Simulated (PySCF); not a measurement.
C2H4FNOSi, SMILES O=C=N[SiH2]CF. Geometry optimised at PBE-D3(BJ)/def2-SVP. The structure was generated by enumeration, and PubChem lists no compound with its InChIKey, so it may never have been made. Other conformers were not sampled.

Give the equilibrium geometry at PBE-D3(BJ)/def2-SVP (PySCF confirms it by a frequency run) as Cartesian coordinates in Å. (The exact figures need the calculation; the answer reports its results.)

One answer among several that fit: 
```xyz
10

O      2.9015    -1.2081    -0.4534
C      1.9615    -0.5613    -0.1456
N      1.0058     0.1007     0.1869
Si    -0.4189     1.0321     0.4848
C     -1.9554    -0.0838     0.3436
F     -2.0923    -0.5429    -0.9639
H     -0.3508     1.5979     1.8755
H     -0.4995     2.1331    -0.5302
H     -1.8762    -0.9527     1.0371
H     -2.8674     0.4883     0.6368
```
Charge 0, spin multiplicity 1.
